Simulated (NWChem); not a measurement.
System: CBr, doublet; SMILES [C]Br

NWChem input:

```
start job
memory heap 200 mb stack 900 mb global 1100 mb
geometry units angstroms noautosym nocenter noautoz
  C      0.000000     0.000000    -1.508940
  Br     0.000000     0.000000     0.263245
end
basis spherical
  C library 6-31g*
  Br library 6-31g*
end
dft
  odft
  mult 2
  xc hfexch
  iterations 150
end
property
  efieldgrad
end
task dft property
```

The state is orbitally degenerate and is run as one real component. Coordinates come from a PBE0-D3(BJ)/def2-TZVP, spin-unrestricted optimisation. No stability test was run on the SCF state.

Vzz is the largest principal value of the second derivative of the potential at the nucleus (NWChem prints the opposite sign); η is the asymmetry. Non-relativistic.

Atoms are numbered as in the input.

Q: What results follow from this input? (UHF/6-31G* (spherical d).) Quantities: Vzz Br2 (a.u.); η Br2.

A: 
```yaml
Vzz Br2 (a.u.): 3.681
"η Br2": 0.72
```
